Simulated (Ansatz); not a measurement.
Geometry optimisation, UKS PBE0-D4/def2-SVP in Ansatz.

Input file:

```yaml
crystal:
  periodic: [false, false, false]
  atoms:
    - { symbol: Zr, position_ang: [0.014973, 0.024911, -0.602153] }
    - { symbol: F, position_ang: [-0.006969, -0.013556, 2.571984] }
    - { symbol: Cl, position_ang: [2.349888, 0.002241, -0.79391] }
    - { symbol: Cl, position_ang: [-1.172031, 2.035763, -0.793645] }
    - { symbol: F, position_ang: [-0.932946, -1.617156, -0.61899] }
    - { symbol: Cl, position_ang: [0.003985, 0.008396, 4.159015] }
magnetization:
  spin_polarized: true
  initial_magnetization: 1
basis:
  gaussian: { orbitals: def2-SVP }
hamiltonian:
  xc: pbe0
  dispersion: d4
relax:
  f_tol: 0.03
  max_steps: 50
```

Command:

```bash
$ ansatz run input.yaml --threads 4 --pin off --max-ram 5120MiB --backend cpu --events-out ev --progress --plain --runs-dir out
```

Question: Where does it end, and by what steps?

Answer: It converged. The force dipped under the threshold on the way, but the program's further checks kept it going. After 35 steps the energy has fallen by 4.934 eV; Cl6 moved furthest, 2.12 Å. Parted: F2–Cl6 (1.59 → 3.21 Å). Joined: Zr1–F2 (3.17 → 1.88 Å), Zr1–Cl6 (4.76 → 2.58 Å).

```tsv
step	energy less start (eV)	largest force component (eV/Å)	accepted
0	0.0000	2.859	yes
2	-0.4390	4.622	yes
4	-2.4520	7.628	yes
6	-3.9654	0.884	yes
8	-4.1247	0.062	yes
10	-4.1265	0.023	yes
12	-4.1321	0.164	yes
14	-4.1509	0.259	yes
16	-4.1882	0.240	yes
18	-4.2441	0.183	yes
20	-4.2719	1.207	no
22	-4.3214	0.140	yes
24	-4.3392	0.325	no
26	-4.3607	0.432	yes
28	-4.6461	0.668	yes
30	-4.8435	1.034	yes
32	-4.9208	0.306	yes
34	-4.9326	0.207	no
35	-4.9341	0.017	yes
```

```xyz
6
Properties=species:S:1:pos:R:3
Zr 0.060 -0.236 0.525
F -0.444 -1.668 1.636
Cl 2.335 -0.350 0.040
Cl -0.972 2.066 0.248
F -0.819 -0.740 -1.068
Cl 0.096 1.368 2.541
```

Whether the end is a true minimum wasn't checked by a vibrational analysis.

The run took 4 min on 4 threads of Arm Neoverse V1, with other jobs on the host, peak memory 0.48 GiB.
